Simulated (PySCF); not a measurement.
C₄H₆BN.
Numbering: `[BH2:1][n:2]1[cH:3][cH:4][cH:5][cH:6]1` (hydrogens: H7, H8 on B1; H9 on C3; H10 on C4; H11 on C5; H12 on C6)

Geometry (PBE0-D3(BJ)/def2-SVP, Å), atoms numbered from 1 in this order:
```xyz
12
C4H6BN angstrom
B      2.1863   -0.3456    0.2135
N      0.7738   -0.2357    0.1394
C      0.0478    0.9327   -0.0789
C     -1.2824    0.6335   -0.0877
C     -1.4021   -0.7825    0.1341
C     -0.1397   -1.2796    0.2671
H      2.6688   -1.4327    0.4061
H      2.8470    0.6532    0.0796
H      0.5676    1.8791   -0.2088
H     -2.0974    1.3393   -0.2371
H     -2.3254   -1.3568    0.1847
H      0.2139   -2.2927    0.4437
```

Jobs on this species (12 atoms, 42 electrons) with PySCF (density fitting). Hardware of each: one thread of an Arm Neoverse V1, no GPU, on a shared host. Times come from a shared host and carry two figures at best. Peak memory is the resident size of the whole Python process, interpreter and libraries included.

```tsv
level and settings	work	basis functions	SCF cycles	wall time	peak memory
PBE0/def2-TZVPD	10 singlets by full TDDFT, 4 Tamm–Dancoff triplets, polarisability	276	?	?	?
PBE0/IGLO-III	shieldings, ring-centre shieldings, charges and field gradients	270	?	?	?
PBE0-D3(BJ)/def2-SVP, grid level 1	geometry optimisation from a GFN2-xTB start shaken at random	114	?	?	?
CAM-B3LYP/def2-SVPD	10 singlets by full TDDFT, 4 Tamm–Dancoff triplets, polarisability, ΔSCF ions	168	12	47 s	0.85 GiB
PBE0/6-31G*	10 singlets by full TDDFT, 4 Tamm–Dancoff triplets, polarisability	96	14	8.6 s	0.55 GiB
PBE0/def2-SVP	10 singlets by full TDDFT, 4 Tamm–Dancoff triplets, polarisability	114	14	9.9 s	0.60 GiB
PBE/def2-SVPD	10 singlets by full TDDFT, 4 Tamm–Dancoff triplets, polarisability, ΔSCF ions	168	14	71 s	0.64 GiB
wB97X-D/def2-SVPD	10 singlets by full TDDFT, 4 Tamm–Dancoff triplets, polarisability, ΔSCF ions	168	13	31 s	0.80 GiB
PBE0/pcSseg-0	shieldings, ring-centre shieldings, charges and field gradients	66	13	4.7 s	0.44 GiB
```

Question: Fill in the missing figures.

Answer: 
- PBE0/def2-TZVPD; 10 singlets by full TDDFT, 4 Tamm–Dancoff triplets, polarisability: 36 s, 0.93 GiB, 14 SCF cycles
- PBE0/IGLO-III; shieldings, ring-centre shieldings, charges and field gradients: 29 s, 1.0 GiB, 14 SCF cycles
- PBE0-D3(BJ)/def2-SVP, grid level 1; geometry optimisation from a GFN2-xTB start shaken at random: 32 s, 0.47 GiB, 50 SCF cycles

Question: What do all jobs in the table cost together?

Answer: About 4.5 min; the longest takes about 26 % of that, and about 15 times as long as the shortest.
